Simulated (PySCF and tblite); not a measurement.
Values are calculated unless marked as measured or tabulated.
C₆H₆O₂, numbered as in [O:1]=[CH:2]/[CH:3]=[CH:4]/[CH:5]=[CH:6]/[CH:7]=[O:8].

The ensemble was built from 150 distance-geometry starts (ETKDG, MMFF94s, GFN2-xTB) and rests on GFN2-xTB geometries. Energies: B3LYP-D3(BJ)/pcSseg-1 (IEF-PCM, tetrahydrofuran), with GFN2-xTB thermal terms (modes under about 100 cm⁻¹ blended into free rotors). Symmetry numbers and mirror images are counted. Conformers within 2.5 kcal/mol (GFN2-xTB free energy) were kept, 5 at most. GIAO shieldings: B3LYP/pcSseg-1 (IEF-PCM, tetrahydrofuran). Shifts are against TMS (¹H), TMS (¹³C) at the same level. (PySCF 2.14, tblite 0.8.)

Problem. What shifts does this protocol give at 298.15 K under fast conformational exchange?

Solution. ¹H: 9.93 (H2/H7, 2H), 7.57 (H4/H5, 2H), 6.62 (H3/H6, 2H) ppm. ¹³C: 201.9 (C2/C7), 160.1 (C4/C5), 148.0 (C3/C6) ppm.

Problem. How do the conformers differ?

Solution. Torsions listed: O1–C2–C3–C4, C3–C4–C5–C6, C5–C6–C7–O8.
```
conformer             shape  weight %
        1  180°, 180°, 180°      82.0
        2    180°, 180°, 0°      17.0
        3      0°, 180°, 0°       1.0
```

| signal | 1 | 2 | 3 | average |
| --- | --- | --- | --- | --- |
| H2/H7 | 9.92 | 9.96 | 9.99 | 9.93 |
| H3/H6 | 6.60 | 6.74 | 6.88 | 6.62 |
| H4/H5 | 7.55 | 7.64 | 7.73 | 7.57 |
| C2/C7 | 202.2 | 200.5 | 198.9 | 201.9 |
| C3/C6 | 148.3 | 146.6 | 145.0 | 148.0 |
| C4/C5 | 161.1 | 155.9 | 150.6 | 160.1 |

Problem. Which signal moves most, for its nucleus, between 250 and 350 K through the change of populations alone?

Solution. C4/C5: 160.5 ppm at 250 K, 160.1 ppm at 298.15 K, 159.7 ppm at 350 K.

Shifts are unscaled: against experiment ¹³C can be off by 15 ppm or more and ¹H by 0.8 ppm.


Conformer gaps in pcSseg-1 on xTB geometries can be 2 kcal/mol off for S=O, P=O and other polar bonds.